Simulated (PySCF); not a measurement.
Species: C2H4F4O2Si2.
Atom-mapped SMILES: `[F:1][Si@@H:2]1[O:3][SiH2:4][C@H:5]([C:6]([F:7])([F:8])[F:9])[O:10]1`

Geometry (GFN2-xTB, Å), atoms numbered from 1 in this order:
```
atom  x, y, z in Å
F1     2.0945    1.6604   -1.3949
Si2    1.9518    0.5706   -0.2464
O3     1.4984   -0.8472   -0.9292
Si4    0.0481   -1.4580   -0.5217
C5    -0.3837   -0.0325    0.7273
C6    -1.6581    0.6664    0.3214
F7    -1.6045    1.1459   -0.9270
F8    -2.0022    1.6892    1.1116
F9    -2.6945   -0.1977    0.3503
O10    0.6737    0.8995    0.6944
H11    3.1730    0.4068    0.4873
H12   -0.8189   -1.4527   -1.6845
H13    0.2439   -2.6897    0.2264
H14   -0.5222   -0.3616    1.7628
```

NICS = −σ at a ghost point: NICS(0) at the centroid of the ring atoms, NICS(1) 1 Å to either side along the normal of their mean plane, zz for the tensor component along that normal. Level: GIAO PBE0/pcSseg-1 (PySCF, non-relativistic, gas phase) on the GFN2-xTB geometry, one conformer.

Ring bond lengths (Å), with Mayer bond orders in brackets: Si2–O3 1.638 (0.95), O3–Si4 1.626 (0.96), Si4–C5 1.944 (0.80), C5–O10 1.410 (0.88), O10–Si2 1.621 (0.99).

Q: Give the NICS values of each ring in ppm.

A: 
| ring | type | NICS(0) | NICS(1), two faces | NICS(1)zz, two faces | rms pucker (Å) | centre to ring atoms, mean (Å) |
| --- | --- | --- | --- | --- | --- | --- |
| Si2–O3–Si4–C5–O10 | 5-membered ring with 2 O and 2 Si; formal bonds all single | -6.5 | -2.9 / -2.5 | -4.3 / -2.1 | 0.01 | 1.40 |

Q: What can be read from them?

A: 
- Si2–O3–Si4–C5–O10: mean NICS(1)zz -3.2 ppm, shielded. Si2, Si4, C5 have four or more neighbours; no verdict on aromaticity is drawn.

Q: At the first NICS(1) probe listed for ring Si2–O3–Si4–C5–O10, 1 Å off the ring, what do the in-plane components average?

A: The isotropic value is a third of the trace: (3 × -2.9 − (-4.3))/2 = -2.2 ppm.

Q: How shielded are the nuclei of the rings and their hydrogens (means over atoms taken as equivalent)?

A: 
```
atoms                 environment  σ isotropic (ppm)
  Si2      fluorine-bound silicon              391.6
   O3             siloxane oxygen              267.8
  Si4        oxygen-bound silicon              369.3
   C5  sp3 carbon bound to oxygen              117.4
  O10          silyl ether oxygen              281.1
  H11               Si–H hydrogen              27.15
  H12               Si–H hydrogen              26.54
  H13               Si–H hydrogen              26.65
  H14            methine hydrogen              27.32
```

Time: 68 s of wall time; peak memory 0.92 GiB. Hardware: an Arm Neoverse N1 with one thread, shared host with 64 logical CPUs at a one-minute load of 60. This is the whole shielding run at PBE0/pcSseg-1, SCF included.
